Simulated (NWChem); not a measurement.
System: C$_{2}$H$_{7}$O cation; SMILES C([OH2+])C

NWChem input:

```
start job
memory heap 200 mb stack 900 mb global 1100 mb
charge 1
geometry units angstroms noautosym nocenter noautoz
  C      0.279997    -1.277567     0.000000
  C     -0.607271    -0.075842     0.000000
  O      0.196407     1.219042     0.000000
  H     -0.373409    -2.165072     0.000000
  H      0.907193    -1.341900    -0.901790
  H      0.907193    -1.341900     0.901790
  H     -1.230759     0.039177     0.895684
  H     -1.230759     0.039177    -0.895684
  H      0.748354     1.351677    -0.795640
  H      0.748354     1.351677     0.795640
end
basis spherical
  * library def2-tzvp
end
dft
  xc pbe0
  iterations 150
end
property
  efieldgrad
end
task dft property
```

All runs use the structure optimised with PBE0/def2-SVP.

Vzz is the largest principal value of the second derivative of the potential at the nucleus (NWChem prints the opposite sign); η is the asymmetry. Non-relativistic.

Atoms are numbered as in the input.

Task: What results follow from this input? (PBE0/def2-TZVP.) Quantities: Vzz O3 (a.u.); η O3.

Result: 
| Property | Result |
|---|---|
| Vzz O3 (a.u.) | -1.884 |
| η O3 | 0.06 |
